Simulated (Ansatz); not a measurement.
```csv
atom,x (Å),y (Å),z (Å)
Sc,-0.0411,0.0284,0.0023
F,1.7847,0.0285,-0.0169
F,-0.9022,1.6266,-0.0077
F,-0.9060,-1.5912,-0.0480
```

Basis set: 6-31G* (spherical functions). Left uncorrelated: 8 orbitals. Charge 0, multiplicity 1.

Computed with Ansatz (development build ahead of 0.2.0); each method stands on the lowest determinant of its kind that the runs found. Restricted open shells among the atoms or ions are ROHF, correlated in semicanonical orbitals with singles.

The atomization energy at this shape (free ground-state atoms in the same class of orbitals less the molecule, no zero-point energy) of singlet ScF3:

| method | atomization energy |
| --- | --- |
| RHF-MP2 | 19.73 eV |

(1) What does RHF give?

## Answers

(1) 14.55 eV.
